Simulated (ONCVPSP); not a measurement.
# What one change does to a pseudopotential (Bi, ONCV)

ONCVPSP 4.0.1 input, shortened (lines: element, Z, core and valence counts, functional; n l f; lmax; l rc ep ncon nbas qcut; lloc lpopt rc5 dvloc0; l nproj debl; icmod fcfact rcfact), LDA (Perdew-Wang 92), scalar-relativistic:

```
  Bi 83.00   10    5  -001012      upf
    1    0    2.00
    2    0    2.00
    2    1    6.00
    3    0    2.00
    3    1    6.00
    3    2   10.00
    4    0    2.00
    4    1    6.00
    4    2   10.00
    4    3   14.00
    5    0    2.00
    5    1    6.00
    5    2   10.00
    6    0    2.00
    6    1    3.00
    2
    0    1.30    0.00    4    7    9.90
    1    1.45    0.00    4    8    8.00
    2    1.40    0.00    3    8    9.20
    4    5    1.00   -1.00
    0    2    2.60
    1    2    3.70
    2    3    0.70
    0    0.00    0.00
```

In the d channel the program set the typed energies aside and used -0.999, 0.250, 0.950 Ha.

Change: s: qcut 8.2.

Cutoffs: the cutoffs (Ha) at which the residual kinetic energy of the hardest occupied pseudo-wave falls to 1 and 0.1 mHa per electron; they do not see the model core or the augmentation charge, which bear on the density cutoff. Errors are all-electron minus pseudo energies relative to the spin-unpolarised reference configuration.

Q: How do hardness, ghosts and transferability respond?

A: The potential gets neither clearly harder nor softer (37 Ha and 43 Ha → 31 Ha and 57 Ha); the errors of the 4 common tests hardly move; neither file shows a bound ghost.

| quantity | base | changed |
| --- | --- | --- |
| cutoff, loose | 37 Ha | 31 Ha |
| cutoff, tight | 43 Ha | 57 Ha |
| loose cutoff by channel | s 37 Ha, p 18 Ha, d 28 Ha | s 31 Ha, p 18 Ha, d 28 Ha |
| bound ghosts | none | none |
| GHOST(+) flags under 300 eV | s at 142.0 eV | s at 127.2 eV |
| error for 5s2 5p6 5d10 6s2 6p2, meV [ΔE 8.15 eV] | -3.4 | -3.4 |
| error for 5s2 5p6 5d10 6s2 6p1, meV [ΔE 23.71 eV] | -11 | -11 |
| error for 5s2 5p6 5d10 6s2 6p0, meV [ΔE 47.42 eV] | -23 | -23 |
| error for 5s2 5p6 5d10 6s2 6p2.5, meV [ΔE 3.21 eV] | -1.3 | -1.3 |
| s: phases at 1.32 bohr within 0.05 rad from the reference energy up to (Ha; the scan ends near 5) | to the end of the scan | 4.1 |
| p: phases at 1.47 bohr within 0.05 rad from the reference energy up to (Ha; the scan ends near 5) | to the end of the scan | to the end of the scan |
| d: phases at 1.42 bohr within 0.05 rad from the reference energy up to (Ha; the scan ends near 5) | to the end of the scan | to the end of the scan |
